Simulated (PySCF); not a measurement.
Electron correlation in Al⁺ (aluminium, charge +1)

[Ne] 3p2, high-spin 3P determinant (an excited configuration). Calculation: PySCF 2.14, in dyall-av3z; the non-relativistic Hamiltonian (point nucleus). Frozen: [Ne]; 2 electrons correlated; the 22 highest virtual orbitals of each spin left out.

With two correlated electrons CCSD is exact within the correlated space (frozen core and kept virtual orbitals).

```tsv
level	correlation energy (mhartree)
CCSD	-9.49
```

Diagnostics: T1 = 0.0020, D1 = 0.0028, largest double amplitude 0.049.

Problem. Is a single reference adequate?

Solution. Yes: T1 lies below 0.03 and no double amplitude reaches 0.07.
